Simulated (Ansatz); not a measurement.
This geometry of BClH2O + ClH (7 atoms, charge 0, multiplicity 1) is a first-order saddle point.

The calculation used RKS B3LYP-D4/cc-pVDZ in Ansatz.

```xyz
7
Properties=species:S:1:pos:R:3
B 0.109 0.078 0.123
O 0.015 -0.026 1.616
H -0.891 -0.240 1.896
Cl 1.643 -0.510 -0.540
H -0.905 -0.017 -0.503
Cl 0.275 2.315 0.509
H 0.136 1.207 1.588
```

(1) Which two structures does it join? (They come from a converged band through this point; their orientation in space is the band's.)

(2) How far does it lie above each of them?

## Answers

(1) Bonds broken: Cl6–H7. Bonds formed: B1–Cl6, O2–H7. BClH2O + ClH becomes BCl2H3O.

Initial state:

```xyz
7
Properties=species:S:1:pos:R:3
B -0.110 -0.578 -0.051
O -0.373 0.249 0.993
H -1.147 -0.021 1.510
Cl 1.278 -0.181 -1.064
H -0.779 -1.544 -0.295
Cl 0.998 2.998 2.042
H 0.517 1.884 1.555
```

Final state:

```xyz
7
Properties=species:S:1:pos:R:3
B -0.073 0.433 -0.006
O -0.209 -0.058 1.604
H -0.391 0.757 2.113
Cl 1.662 -0.037 -0.405
H -0.913 -0.184 -0.593
Cl -0.381 2.246 0.114
H 0.688 -0.350 1.864
```

(2) 1.05 eV above the first and 0.76 eV above the second. This is the barrier of this one path; another mechanism may lie lower. The orbitals stay closed-shell, which can raise the energy where a bond breaks towards radicals; this wasn't checked here.

The run took 6.2 min on 1 thread of AMD EPYC 7R43 64-Core Processor (Zen 3), on a shared host, peak memory 0.17 GiB.
